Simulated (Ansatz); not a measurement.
Born–Oppenheimer molecular dynamics of H7NOSi2 (11 atoms, charge 0, multiplicity 1). It starts from a relaxed structure.

Theory: RKS B3LYP-D4/def2-SVP (Ansatz).

```
ensemble                      : NVE (velocity Verlet)
time step                     : 0.5 fs
steps asked                   : 166
starting velocities drawn for : 300 K
seed                          : 87445
```

First frame:

```xyz
11
Properties=species:S:1:pos:R:3
Si -0.022 0.090 -0.236
O -0.388 0.005 1.388
Si -1.312 -0.440 2.683
H -2.232 -1.561 2.318
H -0.423 -0.888 3.793
H -2.127 0.717 3.157
N 1.652 -0.060 -0.595
H 2.127 -0.953 -0.503
H 2.289 0.709 -0.412
H -0.457 1.426 -0.724
H -0.738 -1.024 -0.919
```

Task: What does the run give?

Result: All steps were run.

```yaml
steps_done: 166
time_covered: 83 fs
mean_temperature_over_the_second_half: 176 K
spread_of_the_potential_energy_over_the_second_half: 4.5 meV per atom
mean_potential_energy_of_the_second_half_above_the_start: 13.2 meV per atom
```

The conserved energy stayed within 0.13 meV per atom of its start (net change 0.044 meV per atom), so the integration is sound. A run of 0.083 ps of so small a system gives no equilibrium averages.

Task: What happens to the structure?

Result: The same pairs are bonded in the first frame and the last. Pairs count as bonded within 1.25 times the sum of covalent radii (0.12 Å more for H–H). Another seed would give other details.

Task: How do temperature and energy run in time?

Result: 
```csv
time (fs),T (K),potential energy less start (eV),conserved less start (meV/atom)
0.0,300,0.000,0.00
6.5,164,0.159,0.07
13.0,153,0.172,0.08
19.5,174,0.148,0.09
26.0,119,0.211,0.10
32.5,207,0.109,0.06
39.0,209,0.106,0.02
45.5,163,0.160,0.02
52.0,225,0.087,0.05
58.5,179,0.142,0.08
65.0,139,0.188,0.10
71.5,183,0.137,0.09
78.0,145,0.182,0.08
```

The run took 6.2 min on 2 threads of Arm Neoverse V1, with other jobs on the host, peak memory 0.19 GiB.
